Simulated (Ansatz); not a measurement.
Basis-set extrapolation for C7H12, SMILES `CCC1C=CCC1` (PBE0-D4/def2-TZVP geometry, frozen core, Ansatz 0.2.0). Multiplicity 1, RHF reference.

|  | def2-TZVPP | def2-QZVPP |
| --- | --- | --- |
| HF | -272.146297 | -272.158570 |
| MP2 correlation | -1.182667 | -1.255876 |
| CCSD(T) correlation | -1.298887 | not run |

Energies in hartree. Use E(X) = E(∞) + A·exp(−7.88·√X) for Hartree–Fock and E(X) = E(∞) + B·X^(−2.97) for correlation, with X = 3 and 4, and add CCSD(T) minus MP2 of the smaller set to the MP2 limit.

Problem. What is the CCSD(T) energy at the basis-set limit?

Solution. HF limit: -272.158570 + (-0.012273) × 0.13774 = -272.16026. MP2 limit: -1.255876 + (-0.073209) × 0.74074 = -1.31010. Higher-order term: -1.298887 − (-1.182667) = -0.11622. Total: -273.58658 hartree, 371.2 kJ/mol below CCSD(T)/def2-TZVPP.
